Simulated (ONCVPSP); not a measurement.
## hydrogen (H): one change to an ONCV potential, before and after

```
Element                 : H
Generator               : ONCVPSP 4.0.1
Type                    : optimised norm-conserving Vanderbilt (ONCV)
Functional              : PBE
Relativity              : scalar-relativistic
Frozen core             : none
Valence charge          : 1
Reference configuration : 1s0.75 (charge +0.25)
Partial waves           : 1s: rc 1.05 bohr, ncon 5, nbas 8, qcut 5.9 1/bohr, 1 projector
Local potential         : polynomial inside 0.95 bohr (lpopt 3, dvloc0 1 Ha)
Core correction         : none
```

Change: s: qcut 3.6.

Cutoffs: the cutoffs (Ha) at which the residual kinetic energy of the hardest occupied pseudo-wave falls to 1 and 0.1 mHa per electron; they do not see the model core or the augmentation charge, which bear on the density cutoff. Errors are all-electron minus pseudo energies relative to the spin-unpolarised reference configuration.

Predict the effect on cutoff, ghosts and configuration errors.

The potential gets harder (19 Ha and 107 Ha → 51 Ha and 129 Ha); neither file shows a bound ghost.

```csv
quantity,base,changed
"cutoff, loose",19 Ha,51 Ha
"cutoff, tight",107 Ha,129 Ha
bound ghosts,none,none
GHOST(+) flags under 300 eV,none,none
"error for 1s1, meV [ΔE -1.99 eV]",+0.1,+0.2
"error for 1s0.5, meV [ΔE 2.77 eV]",+0.3,+0.4
s: phases at 1.06 bohr within 0.05 rad from the reference energy up to (Ha; the scan ends near 5),4.2,4.1
```
